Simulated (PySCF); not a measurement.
# How methods differ on the excitation energy of La²⁺

La²⁺ [Xe] 5d1 (2D) → La²⁺ [Xe] 4f1 (2F), as a difference of total energies. Computed with PySCF 2.14 in x2c-TZVPPall (11s7p7d3f1g, 97 functions), with the spin-free X2C one-electron Hamiltonian (Gaussian nucleus). The calculations carry no spin-orbit coupling.

```
   method  excitation energy (cm⁻¹)
      UHF                     41717
    TPSSh                     26782
  wB97X-V                     27590
BHandHLYP                     31746
```

The basis was made for the ground configuration and has no added diffuse functions, so the excitation energy can come out too high.
